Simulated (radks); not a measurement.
The oxygen anion O-, [He] 2s2 2p5, held by a Watson sphere: a shell of charge +1.24 at radius R that stands for the Madelung well of a crystal (potential energy -1.24/R inside, -1.24/r outside, in hartree with lengths in bohr). Calculated with a radial shooting solver on a logarithmic mesh with Libxc functionals: scalar-relativistic Kohn-Sham, LDA (Slater exchange, Perdew-Wang correlation), spin-polarised, spherical densities, finite nucleus; open shells are filled with parallel spins first; Fermi nuclear charge, rms radius of each element as measured or else 0.836 A^(1/3) + 0.57 fm. Response by self-consistent Sternheimer equations with the Hartree and adiabatic LDA kernel, the relativistic mass of each level held fixed and spin-orbit coupling left out. The sphere does not respond.

R (bohr),e(2s down) (eV),e(2p up) (eV),e(2p down) (eV),<r> 2p (bohr),sum of <r^2> (bohr^2),X-ray form factor at sin(theta)/lambda = 0.2 1/angstrom,alpha (bohr^3)
1.82,-25.127,-11.979,-10.717,1.370,15.42,5.944,7.852
1.89,-24.841,-11.733,-10.479,1.381,15.64,5.923,8.212
2.14,-23.889,-10.900,-9.664,1.417,16.38,5.859,9.584
2.35,-23.172,-10.253,-9.027,1.444,16.94,5.819,10.84
3.11,-21.104,-8.311,-7.100,1.524,18.60,5.736,16.04
3.47,-20.350,-7.581,-6.369,1.554,19.23,5.717,18.81
